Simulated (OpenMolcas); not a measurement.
## Co2+: Racah parameters, the spin-orbit constant, worked from levels

```json
{
 "Program": "OpenMolcas 26.06",
 "Basis": "ANO-RCC-VTZP [6s5p3d2f1g]",
 "Scalar Hamiltonian": "DKH2, point nucleus",
 "Active space": "7 electrons in 9 orbitals (RAS2 3d 4s; RAS3 4p, at most 2 electrons)",
 "State averaging": "2S+1 = 4 even, 60 roots; 2S+1 = 6 even, 5 roots kept (CI in the orbitals of an earlier block); 2S+1 = 2 even, 87 roots kept (CI in the orbitals of an earlier block); 2S+1 = 4 odd, 78 roots (49 in the spin-orbit step); 2S+1 = 6 odd, 15 roots kept (CI in the orbitals of an earlier block); 2S+1 = 2 odd, 27 roots kept (CI in the orbitals of an earlier block, 0 in the spin-orbit step)",
 "Spin-orbit coupling": "RASSI with atomic mean-field integrals over the reference wave functions, term energies averaged over their components"
}
```

Methods: RASSCF; MS-RASPT2, IPEA 0.25 Eh, imaginary shift 0.1 Eh (closed shells correlated: 3s 3p). Measured levels: Sugar and Corliss, J. Phys. Chem. Ref. Data 10, 1097 (1981).

**Racah parameters.** Above ⁴F, d7 has ⁴P at 15B, ²G at 4B + 3C and ²H at 9B + 3C. The first two fix B and C, and the third tests them; where it misses by thousands of cm-1, two parameters do not describe the configuration (Trees and configuration-interaction terms are left out) and B and C hang on the terms chosen. Term energies are centres of gravity, weighted by 2J + 1.

```csv
Source,⁴P,²G,B,C,C/B,"²H from B, C",²H found
RASSCF,19465,19701,1298,4837,3.73,26193,26456
MS-RASPT2,14414,16115,961,4090,4.26,20919,22077
measured,14561,16510,971,4209,4.33,21366,22227
```

Energies in cm-1. From RASSCF to MS-RASPT2, B changes by -26.0 % and C by -15.4 %. Against the measured terms, MS-RASPT2 has B off by -1.0 % and C by -2.8 %.

**The spin-orbit constant.** For the Hund term ⁴F of d7, E(J) = (A/2) J(J+1) + constant and ζ = -2S·A = -3A. From J = 3/2 to J = 9/2 the energy changes by 10.5 A.

```tsv
Source	E(9/2) - E(3/2)	A	ζ
RASSCF	-2094.4	-199.5	598
MS-RASPT2	-2087.4	-198.8	596
measured	-1866.8	-177.8	533
```

All in cm-1. MS-RASPT2 is off by +11.8 % and RASSCF by +12.2 %. Both methods take the spin-orbit matrix elements from the reference wave functions, so the second can move ζ only through the term energies and any multistate remixing. Second-order mixing with other terms is absorbed into this ζ.

Term energies are means over components that CASPT2 splits; among the terms shown or strongly mixed into the levels shown the widest spread is 2100 cm-1 (3d⁷ ⁴F, MS-RASPT2). Some high roots are left out of the spin-orbit mixing, which shifts the levels that they would mix with. Terms from blocks run as CI alone lack orbitals of their own. Without dynamic correlation excited terms often stand tens of per cent too high (terms of higher spin than the ground term too low), and those without a measured partner can miss by more than the paired ones (holds for RASSCF). Blocks of more than 70 roots (2S+1 = 2 even) ran without multistate coupling (holds for MS-RASPT2). Computed and measured levels are paired by configuration, term and J; levels that our copy of the source lacks, or whose pairing is in doubt (as where it misses far off the trend of its configuration), stay unpaired and out of the deviations. Levels of configurations outside the active space are missing.
